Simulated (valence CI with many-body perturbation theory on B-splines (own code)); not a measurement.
**E1 transitions of Rb24+**

Method: valence CI with perturbative core correlation (CI+MBPT): three valence electrons over a frozen Dirac-Fock core [Ne], a basis of 11 s, 11 p, 10 d, 8 f, 5 g, 2 h functions for each j, with the one-electron correlation potential Σ1 (screened to all orders), the two-electron term Σ2, the three-electron term Σ3, Breit, model QED; selected single and double excitations, second order for the rest, scaled by the run's own slope (own B-spline code, finite nucleus).

No measured levels were compared; by estimate levels of excited configurations hold to 0.05 to 0.15 % of their energy, terms of the ground configuration to about 0.5 %.

Lines 201 to 250 of 576 in falling wavelength, among levels below 4510.8 × 10³ cm⁻¹, chosen from the strongest by gf and those to the six lowest levels. Wavelengths and rates use the calculated energies, so an error of 600 cm⁻¹ moves a line at 14.66 nm by 0.088 % and its rate by three times that or more. Electric multipoles are in the length gauge, E1 and E2 with the static RPA response of the core. Weak lines are less certain than strong ones. Lines between different terms over intervals too small for the method are left out, as are lines whose strength nearly cancels. Where a level lies close to another of its J and parity, the split of strength between their lines is uncertain. The highest levels of a list are the least certain.

Names give the largest LS component (configuration and term), which can be under half, so a name can repeat, a term be missing and a line seem to break the LS rules; names also repeat where a configuration has a term twice. Letters in brackets count levels of one name in rising energy.

```
λ vac (nm)               Upper               Lower   A (s⁻¹)  log gf  Branch %
     14.66        3p²3d ⁴D_3/2      3s3p3d ⁴F°_5/2  1.57e+10   -0.69      25.8
     14.63          3d³ ²F_7/2   3p3d² ²G°_9/2 [b]  1.27e+10   -0.49      10.0
     14.62          3d³ ⁴F_3/2   3p3d² ⁴D°_1/2 [c]  1.80e+10   -0.64      11.3
     14.62   3p3d² ²P°_1/2 [a]        3p²3d ²S_1/2  2.44e+10   -0.81      19.0
     14.62        3p²3d ⁴D_5/2      3s3p3d ⁴F°_5/2  1.73e+10   -0.48      29.3
     14.58        3s3d² ²D_3/2  3s3p3d ²F°_5/2 [b]  2.90e+10   -0.43      19.1
     14.57        3s3d² ²G_7/2  3s3p3d ²F°_5/2 [b]  7.27e+10    0.27      82.5
     14.57      3d³ ²D_3/2 [a]   3p3d² ²D°_3/2 [c]  1.91e+10   -0.61      11.9
     14.56        3s3d² ²D_3/2  3s3p3d ²P°_1/2 [a]  8.98e+09   -0.94       5.9
     14.55      3s3p3d ⁴F°_5/2        3s3p² ⁴P_5/2  2.32e+09   -1.35      38.9
     14.54        3p²3d ⁴D_7/2      3s3p3d ⁴P°_5/2  6.91e+09   -0.76      13.8
     14.49  3s3p3d ²P°_3/2 [b]        3s²3d ²D_5/2  4.22e+10   -0.27      32.3
     14.49    3p²3d ²F_7/2 [a]         3p³ ²D°_5/2  9.38e+09   -0.63      36.7
     14.48  3s3p3d ²P°_1/2 [b]        3s²3d ²D_3/2  4.24e+10   -0.57      27.4
     14.46        3s3d² ²D_5/2  3s3p3d ²F°_7/2 [b]  1.17e+10   -0.66       8.2
     14.46   3p3d² ²F°_7/2 [a]        3p²3d ⁴P_5/2  2.18e+10   -0.26      29.0
     14.45          3d³ ⁴F_7/2       3p3d² ⁴P°_5/2  1.66e+10   -0.38      11.6
     14.44       3p3d² ⁴G°_9/2        3p²3d ⁴F_9/2  3.80e+09   -0.93      10.1
     14.43        3s3p² ²S_1/2       3s²3p ²P°_3/2  5.42e+10   -0.47      90.1
     14.43    3p²3d ²F_7/2 [b]  3s3p3d ²D°_5/2 [a]  1.36e+10   -0.47      10.9
     14.43        3s3p² ²P_1/2       3s²3p ²P°_1/2  7.11e+10   -0.35      97.7
     14.41   3p3d² ²F°_5/2 [c]    3p²3d ²D_3/2 [c]  5.95e+10    0.05      47.6
     14.40          3d³ ⁴P_3/2       3p3d² ⁴S°_3/2  1.75e+10   -0.66      10.0
     14.39        3s3d² ²G_9/2  3s3p3d ²F°_7/2 [b]  7.83e+10    0.39      87.3
     14.38    3p²3d ²D_5/2 [c]  3s3p3d ²P°_3/2 [a]  4.20e+10   -0.11      29.0
     14.37          3d³ ²G_7/2   3p3d² ²F°_5/2 [b]  2.55e+10   -0.20      20.6
     14.37          3d³ ²P_1/2   3p3d² ²P°_1/2 [b]  2.04e+10   -0.90      12.3
     14.37    3p²3d ²P_3/2 [a]         3p³ ²D°_5/2  2.04e+10   -0.60      37.8
     14.35  3s3p3d ²D°_5/2 [b]        3s²3d ²D_5/2  5.17e+10   -0.02      32.9
     14.28  3s3p3d ²P°_3/2 [c]        3s²3d ²D_5/2  2.57e+10   -0.50      16.1
     14.28        3s3d² ²F_5/2  3s3p3d ²P°_3/2 [c]  3.55e+10   -0.19      20.4
     14.26   3p3d² ²F°_5/2 [a]        3p²3d ²G_7/2  6.42e+09   -0.93      10.0
     14.25        3s3p² ²P_3/2       3s²3p ²P°_3/2  6.83e+10   -0.08      66.3
     14.23    3p²3d ²D_3/2 [b]         3p³ ²P°_3/2  1.32e+10   -0.79      15.5
     14.21        3p²3d ⁴D_3/2      3s3p3d ⁴F°_3/2  1.19e+10   -0.84      19.6
     14.21        3s3d² ²F_5/2  3s3p3d ²D°_5/2 [b]  1.96e+10   -0.45      11.2
     14.20      3d³ ²D_5/2 [a]   3p3d² ²D°_3/2 [c]  1.80e+10   -0.49      12.1
     14.19          3d³ ⁴F_9/2   3p3d² ⁴D°_7/2 [b]  4.91e+10    0.17      36.2
     14.18      3s3p3d ⁴F°_3/2        3s3p² ⁴P_3/2  5.06e+09   -1.22      55.5
     14.17   3p3d² ²D°_3/2 [d]        3s3d² ²D_3/2  1.94e+10   -0.63      10.4
     14.17       3p3d² ⁴F°_9/2        3p²3d ²G_9/2  5.20e+09   -0.81       5.2
     14.16          3d³ ⁴F_5/2   3p3d² ²P°_3/2 [a]  1.74e+10   -0.50      11.5
     14.16   3p3d² ⁴D°_7/2 [a]    3p²3d ²D_5/2 [a]  1.28e+10   -0.51      15.1
     14.15       3p3d² ⁴D°_5/2    3p²3d ²D_3/2 [b]  7.11e+09   -0.89       5.6
     14.14      3d³ ²D_5/2 [b]   3p3d² ²D°_5/2 [d]  2.48e+10   -0.35      16.4
     14.12          3d³ ⁴P_5/2       3p3d² ⁴S°_3/2  4.06e+10   -0.14      25.0
     14.10         3p³ ²P°_3/2        3s3p² ²D_3/2  1.48e+09   -1.75       2.9
     14.09          3d³ ²F_7/2   3p3d² ²D°_5/2 [c]  1.12e+10   -0.57       8.8
     14.08       3p3d² ²H°_9/2        3p²3d ²G_7/2  1.51e+10   -0.35      31.4
     14.07        3s3d² ²F_5/2  3s3p3d ²P°_3/2 [b]  4.63e+10   -0.08      26.6
```

(1) How does gf follow from A for the line at 14.23 nm?

Results:

(1) gf = 1.4992 × (2J+1)_upper × A / σ², with σ = 702866 cm⁻¹ and 2J+1 = 4: gf = 0.160.
